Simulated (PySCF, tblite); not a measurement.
Species: C4H10F2SSi.
Structure used (GFN2-xTB), in Å, numbered top down from 1:
```xyz
18
C4H10F2SSi angstrom
C      3.255    0.408    0.636
S      1.748    1.186   -0.020
C      0.690   -0.286   -0.163
F      1.311   -1.211   -0.955
F      0.603   -0.900    1.056
Si    -1.081    0.148   -0.854
C     -1.840    1.362    0.386
C     -1.986   -1.516   -0.946
H      3.031   -0.040    1.599
H      3.988    1.200    0.746
H      3.606   -0.339   -0.071
H     -0.823    0.737   -2.172
H     -1.925    0.915    1.375
H     -2.834    1.666    0.075
H     -1.230    2.256    0.481
H     -2.081   -1.971    0.038
H     -2.984   -1.389   -1.350
H     -1.457   -2.221   -1.582
```

Method: PBE0/pcSseg-1 in PySCF (dipole) on a GFN2-xTB geometry, gas phase.

Masses are those of the commonest isotopes; rigid-rotor values at the optimised geometry. The values belong to one conformer with, in the numbering `[CH3:1][S:2][C:3]([F:4])([F:5])[SiH:6]([CH3:7])[CH3:8]`, C1–S2–C3–F4 -57°, S2–C3–Si6–C7 -60°.

Question: Give the principal moments of inertia and the rotational constants in GHz.

Answer: Ia = 227.23, Ib = 524.32, Ic = 619.57 u·Å²; 505379 MHz·u·Å²/I gives 2224, 963.9 and 815.7 MHz, that is A = 2.2241, B = 0.9639, C = 0.8157 GHz.

Question: Classify the top.

Answer: An asymmetric top: κ = (2 × 963.9 − 2224 − 815.7)/(2224 − 815.7) = -0.79.

Question: What does the inertial defect say?

Answer: Not planar: Δ = Ic − Ia − Ib = -131.97 u·Å². For a rigid frame Δ = −2 Σ m c², so Σ m c² = 65.99 u·Å² lies off the ab plane: 9.63 from hydrogen and 56.35 from heavier atoms. The atom farthest from that plane is 1.92 Å away.

Question: Give the other two planar moments, Paa and Pbb, and the rms extents of the mass along the axes.

Answer: Paa = Σ m a² = (Ib + Ic − Ia)/2 = 458.33 and Pbb = Σ m b² = (Ia + Ic − Ib)/2 = 161.24 u·Å². With the mass M = 156.02 u, the rms extents √(P/M) along a, b and c are 1.71, 1.02, 0.65 Å.

Question: Where do the levels up to J = 5 lie, in MHz?

Answer: Above 0(0,0):
J = 1: 1(0,1) 1780, 1(1,1) 3040, 1(1,0) 3188
J = 2: 2(0,2) 5326, 2(1,2) 6451, 2(1,1) 6895, 2(2,1) 10676, 2(2,0) 10688
J = 3: 3(0,3) 10616, 3(1,3) 11560, 3(1,2) 12448, 3(2,2) 16015, 3(2,1) 16076, 3(3,1) 22694, 3(3,0) 22694
J = 4: 4(0,4) 17616, 4(1,4) 18359, 4(1,3) 19836, 4(2,3) 23123, 4(2,2) 23303, 4(3,2) 29835, 4(3,1) 29839, 4(4,1) 39155, 4(4,0) 39155
J = 5: 5(0,5) 26290, 5(1,5) 26839, 5(1,4) 29044, 5(2,4) 31994, 5(2,3) 32397, 5(3,3) 38769, 5(3,2) 38787, 5(4,2) 48080, 5(4,1) 48080, 5(5,1) 60064, 5(5,0) 60064
The levels of one J sum to (2J + 1)J(J + 1)(A + B + C)/3.

Question: Which lines would a microwave search look for?

Answer: The dipole components are |μa| = 0.81 D, |μb| = 0.55 D, |μc| = 0.23 D. Intensities carry the squares of the components, which stand as 1.00 : 0.45 : 0.08 (a : b : c). Some lines, for components of 0.1 D or more:

```
type  branch         J(Ka,Kc)   MHz  lower level (cm⁻¹)
   a       Q  2(1,1) ← 2(1,2)   445               0.215
   c       Q  2(1,2) ← 2(0,2)  1124               0.178
   c       Q  1(1,1) ← 1(0,1)  1260               0.059
   b       Q  1(1,0) ← 1(0,1)  1408               0.059
   a       R  1(0,1) ← 0(0,0)  1780               0.000
   c       R  1(1,0) ← 0(0,0)  3188               0.000
   a       R  2(1,2) ← 1(1,1)  3411               0.101
   a       R  2(0,2) ← 1(0,1)  3547               0.059
   a       R  2(1,1) ← 1(1,0)  3707               0.106
   c       Q  2(2,1) ← 2(1,1)  3781               0.230
   b       Q  2(2,1) ← 2(1,2)  4225               0.215
   b       R  2(2,1) ← 1(1,0)  7488               0.106
   c       R  2(2,1) ← 1(1,1)  7636               0.101
```

Question: Estimate the classical rotational partition function at 10 K, 25 K and 100 K.

Answer: Point group C1, symmetry number σ = 1; q = (√π/σ)·√((kT/h)³/(ABC)), k/h = 20836.6 MHz/K: 4030 at 10 K, 15900 at 25 K, 127000 at 100 K.

Its GFN2-xTB frequencies are all real (lowest 29 cm⁻¹). No vibrational averaging or centrifugal distortion is included, and the geometry carries the error of its method. A rigid rotor knows nothing of internal rotation, which can split or shift real lines.
